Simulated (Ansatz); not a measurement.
The cluster Mg3Se4⁻, relaxed as a doublet with UKS PBE-D4/def2-SVPD in Ansatz, starting from the GFN2-xTB geometry. Force threshold 0.02 eV/Å.

The relaxation made no stability test and no search for a lower SCF solution. Another isomer (doublet) lies 0.10 eV lower at PBE-D4/def2-SVP; other spin states weren't run for this one.

Start:

```xyz
7

Mg   -1.356   -0.220    1.601
Mg    1.571   -0.124   -0.783
Mg   -0.394    1.138   -2.170
Se   -3.438    0.515    2.234
Se    2.013    0.660   -3.052
Se    1.307   -0.029    1.679
Se    0.297   -1.939    0.491
```

Q: Estimate the energy that the relaxation releases and the steps that it takes.

A: 66.3 kcal/mol, in 16 steps; 2.6 min on 4 threads of Arm Neoverse V1 on a shared host. No frequencies were taken in this run, so the end may be a saddle point.

Q: Does the start keep its bonding?

A: Bonds lost: Se6–Se7 (atoms count from 1). Bonds formed: Mg3–Se4 (atoms count from 1). Metal–metal contacts that move far: Mg1–Mg3 4.12 to 3.13 Å, Mg1–Mg2 3.78 to 3.06 Å.

Q: Predict the relaxed structure.

A: 
```xyz
7

Mg   -0.7909   -0.3984    1.4481
Mg    1.5621   -0.4348   -0.5006
Mg   -1.0353    1.1309   -1.2717
Se   -2.6932    0.9722    0.5210
Se    1.0300    0.9112   -2.5653
Se    1.6255    0.2914    1.9576
Se    0.3018   -2.4724    0.4110
```
Bond lengths (bridged metal pairs left out): 8 × Mg–Se 2.45 to 2.56 Å.
